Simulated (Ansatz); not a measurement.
Total energies of the cluster Ag2Cl from Ansatz at PBE0-D4/def2-TZVP, gas phase (1 Eh = 27.2114 eV = 2625.5 kJ/mol). The reference geometry is relaxed at PBE-D4/def2-TZVP.

Cartesian coordinates in Å:
```
Ag -0.3762 -0.6468 1.3348
Ag 1.3449 -0.1630 -0.7119
Cl -0.9687 0.8098 -0.6229
```

| state | geometry | energy (Eh) |
| --- | --- | --- |
| charge 0 doublet | reference | -754.07768 |
| charge 1 singlet | reference | -753.82231 |
| charge 1 singlet | relaxed at PBE-D4/def2-TZVP | -753.84225 |
| charge 0 quartet | relaxed at PBE-D4/def2-TZVP | -753.94395 |
| free Ag atom (doublet) | – | -146.96650 |
| free Cl atom (doublet) | – | -459.99739 |

In the def2 sets Ag takes a core potential; there is no spin–orbit coupling.

Question: Work out the vertical ionisation energy to the singlet.

Answer: E(charge 1 singlet) − E(charge 0 doublet) = -753.82231 − (-754.07768) = 0.25537 Eh = 6.95 eV. For comparison, −ε of the highest occupied level of the spin that leaves is 5.11 eV at this level, 1.84 eV less.

Question: How much does the charge 1 singlet relax, and what is the adiabatic ionisation energy?

Answer: Relaxation: -753.82231 − (-753.84225) = 0.01994 Eh = 0.54 eV. Adiabatic ionisation energy: 0.23543 Eh = 6.41 eV, without zero-point energy. 

Question: Which of the charge 0 states is lowest, and how far above it are the others?

Answer: The doublet. quartet: -753.94395 − (-754.07768) = 0.13373 Eh = 351.1 kJ/mol.

Question: What is the binding energy per atom against free atoms?

Answer: Atoms: 2 × (-146.96650) + 1 × (-459.99739) = -753.93039 Eh. Binding: -753.93039 − (-754.07768) = 0.14729 Eh = 4.01 eV, or 1.34 eV for each of 3 atoms (no zero-point energy, no counterpoise term).

The structure comes from a short search, and lower isomers may exist.
